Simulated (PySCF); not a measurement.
C2H9BN2, SMILES CN(C)BN. Atoms are numbered in the order given.

```xyz
14

B      0.0735     0.2078    -1.0751
H      0.5327    -0.4530    -1.9823
N     -0.4763     1.4730    -1.3897
H     -0.4867     1.8140    -2.3404
H     -0.8867     2.1192    -0.7285
N      0.1234    -0.3415     0.2350
C      0.7001    -1.6378     0.5028
C     -0.3791     0.3144     1.4173
H      1.5521    -1.5691     1.2088
H     -0.0391    -2.3292     0.9550
H      1.0641    -2.0878    -0.4306
H     -1.1653    -0.2875     1.9149
H      0.4222     0.4816     2.1643
H     -0.8161     1.2935     1.1764
```

Geometry optimised at r2SCAN-D4/def2-SVP. The structure was generated by enumeration, and PubChem lists no compound with its InChIKey, so it may never have been made. The values are those of a single conformer.

Two levels are set side by side: PBE/pcSseg-1 (PySCF) and PBE0/pcSseg-1 (PySCF). GIAO shifts against BF3 (¹¹B), NH3 (¹⁵N), TMS (¹H), TMS (¹³C) at the same level; non-relativistic, no solvent, atoms listed together averaged. Differences are taken from unrounded values.

```csv
quantity,PBE
δ(¹¹B) of B1 (ppm),10.3
δ(¹H) of H2 (ppm),4.36
δ(¹⁵N) of N3 (ppm),74.4
δ(¹⁵N) of N6 (ppm),91.1
```

Problem. These are the PBE values. What does PBE0 give? (The exact figures need the calculation; the answer reports its results.)

Solution. 
```json
[
 {"quantity": "δ(¹¹B) of B1 (ppm)", "PBE0": "12.4", "PBE minus PBE0": "-2.1"},
 {"quantity": "δ(¹H) of H2 (ppm)", "PBE0": "4.34", "PBE minus PBE0": "0.02"},
 {"quantity": "δ(¹⁵N) of N3 (ppm)", "PBE0": "69.2", "PBE minus PBE0": "5.1"},
 {"quantity": "δ(¹⁵N) of N6 (ppm)", "PBE0": "80.5", "PBE minus PBE0": "10.6"}
]
```

Rough cost on one machine, each run with all the roots and properties that it gave: PBE0 against PBE within a factor of 2.
